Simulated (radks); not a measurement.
Si II, configuration [Ne] 3s2 5p1 (not the ground configuration). All-electron calculation, scalar-relativistic Kohn-Sham, r2SCAN, spin-unpolarised, spherical densities, finite nucleus; meta-GGA in the generalised Kohn-Sham scheme; Fermi nuclear charge, rms radius 3.1224 fm. Program: a radial shooting solver on a logarithmic mesh with Libxc functionals.

Normalised radial functions P(r) = r R(r), r in bohr:

r,1s,2p,5p
0.008555,0.7803,0.0062,0.0004
0.0115,1.0053,0.0109,0.0008
0.01534,1.2689,0.0187,0.0013
0.02063,1.5824,0.0325,0.0022
0.02751,1.9149,0.0550,0.0038
0.03699,2.2538,0.0930,0.0064
0.04933,2.5305,0.1520,0.0105
0.06632,2.6886,0.2450,0.0169
0.08846,2.6453,0.3769,0.0259
0.1189,2.3483,0.5607,0.0382
0.1586,1.8334,0.7810,0.0526
0.2133,1.1887,1.0241,0.0671
0.2844,0.6227,1.2227,0.0759
0.3824,0.2374,1.3137,0.0717
0.5101,0.0629,1.2338,0.0473
0.6858,0.0095,0.9801,-0.0010
0.9146,0.0008,0.6416,-0.0629
1.23,0.0000,0.3201,-0.1222
1.64,0.0000,0.1206,-0.1390
2.188,0.0000,0.0313,-0.0796
2.941,0.0000,0.0046,0.0540
3.923,0.0000,0.0003,0.2015
5.274,0.0000,0.0000,0.2160
7.034,0.0000,0.0000,0.0125
9.457,0.0000,0.0000,-0.2766
12.61,0.0000,0.0000,-0.3626
16.96,0.0000,0.0000,-0.1778
22.62,0.0000,0.0000,-0.0319
30.41,0.0000,0.0000,-0.0019

1s: eigenvalue -1816.1 eV, 0 radial nodes, <r> = 0.111 bohr, 90 % of the charge inside 0.199 bohr. 2p: eigenvalue -116.03 eV, 0 radial nodes, <r> = 0.535 bohr, 90 % of the charge inside 0.897 bohr. 5p: eigenvalue -2.765 eV, 3 radial nodes at r = 0.682, 2.63, 7.12 bohr, <r> = 11.5 bohr, 90 % of the charge inside 15.9 bohr.
